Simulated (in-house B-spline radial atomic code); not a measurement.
A fraction x of an electron is removed from 2s in O⁺, starting from [He] 2s2 2p3 and keeping the highest spin. All numbers are computed (scalar-relativistic (X2C) AM05, spin-polarised, spherical fractional occupations; Fermi nucleus of rms radius 2.6991 fm) with a radial B-spline atomic code at the basis-set limit, not measured.

| x | E(x) - E(0) (eV) | 2s down level (eV) |
| --- | --- | --- |
| 0 | 0.0000 | -35.411 |
| 0.06 | 2.1512 | -36.296 |
| 0.21 | ? | ? |
| 0.35 | ? | ? |
| 0.5 | 19.5437 | -42.729 |
| 0.59 | 23.4468 | -44.001 |
| 0.74 | 30.2014 | -46.037 |
| 0.81 | 33.4555 | -46.926 |
| 0.9 | 37.7266 | -47.961 |
| 1 | 42.5640 | - |

(1) What belongs in the row x = 0.21?

(2) What belongs in the row x = 0.35?

(3) Check Janak's theorem between x = 0.5 and 0.59.

Answers

(1) An energy change of 7.7615 eV; 2s down at -38.507 eV.

(2) An energy change of 13.2965 eV; 2s down at -40.560 eV.

(3) The slope of the energy is 43.37 eV; the orbital levels give 43.36 eV (-ε of the emptying orbital, averaged over the two points).
